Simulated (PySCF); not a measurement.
Species: C5H4ClO (charge +1).
Atom-mapped SMILES: `[Cl:1][c:2]1[cH:3][cH:4][o+:5][cH:6][cH:7]1` (hydrogens: H8 on C3; H9 on C4; H10 on C6; H11 on C7)

The same species was optimised twice, with GFN2-xTB and with PBE0-D3(BJ)/def2-SVP (PySCF), and the same property calculations (PySCF, gas phase) were run on both structures.

```
   coordinate  GFN2-xTB  PBE0-D3(BJ)/def2-SVP  change
    C4–O5 (Å)     1.314                 1.322  +0.008
    O5–C6 (Å)     1.314                 1.321  +0.007
    C2–C7 (Å)     1.411                 1.408  -0.003
    C2–C3 (Å)     1.411                 1.408  -0.003
   Cl1–C2 (Å)     1.678                 1.679  +0.001
    C3–C4 (Å)     1.370                 1.369  -0.001
    C6–C7 (Å)     1.370                 1.369  -0.001
 C3–C2–C7 (°)     117.4                 119.0    +1.6
 C4–O5–C6 (°)     120.5                 121.7    +1.2
 O5–C6–C7 (°)     122.5                 121.6    -0.9
 C3–C4–O5 (°)     122.5                 121.6    -0.9
Cl1–C2–C7 (°)     121.3                 120.5    -0.8
Cl1–C2–C3 (°)     121.3                 120.5    -0.8
 C2–C3–C4 (°)     118.6                 118.0    -0.6
 C2–C7–C6 (°)     118.6                 118.0    -0.6
```

Rotational constants: A = 6040, B = 1563, C = 1242 MHz (GFN2-xTB) against A = 5941, B = 1579, C = 1248 MHz (PBE0-D3(BJ)/def2-SVP). Point groups within 0.08 Å: C2v and C2v.

On the GFN2-xTB structure: lowest singlet, TDDFT (eV) 5.24 [CAM-B3LYP/def2-SVPD]; isotropic polarisability (au) 68.2 [CAM-B3LYP/def2-SVPD]; HOMO (eV) -15.08 [CAM-B3LYP/def2-SVPD]; LUMO (eV) -6.97 [CAM-B3LYP/def2-SVPD].

Q: What do these properties become on the PBE0-D3(BJ)/def2-SVP structure?

A: 
```
                                    property                level  on GFN2-xTB  on PBE0-D3(BJ)/def2-SVP  change
                  lowest singlet, TDDFT (eV)  CAM-B3LYP/def2-SVPD         5.24                     5.23   -0.01
               isotropic polarisability (au)  CAM-B3LYP/def2-SVPD         68.2                     68.5    +0.3
                                   HOMO (eV)  CAM-B3LYP/def2-SVPD       -15.08                   -15.06   +0.02
                                   LUMO (eV)  CAM-B3LYP/def2-SVPD        -6.97                    -6.96   +0.01
energy, GFN2-xTB geometry as zero (kcal/mol)  CAM-B3LYP/def2-SVPD          0.0                     -0.5    -0.5
```

The heavy atoms differ by 0.013 Å rms after alignment. Among bonds between heavy atoms C4–O5 and O5–C6 change most and about equally (+0.007 to +0.008 Å). Changes are differences of the printed values. Neither structure is proved a minimum here. Isolated species at its PBE0-D3(BJ)/def2-SVP geometry, gas phase.
